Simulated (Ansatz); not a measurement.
Task: Name a neutral molecule of B, N, O, Si and H with zero-point energy (PBE0-D4/def2-TZVP) between 219 and 235 kJ/mol and LUMO energy (B3LYP/def2-TZVPP) between -0.05 and 0.25 eV (Ansatz, PBE0-D4/def2-TZVP geometry).

Result: `NB(N)O[SiH3]` (230.8 kJ/mol, 0.13 eV). Other molecules can fit too; these were computed, each in one conformer that needn't be the lowest.

B3LYP here is the variant with VWN-RPA as its local correlation; programs differ in this.
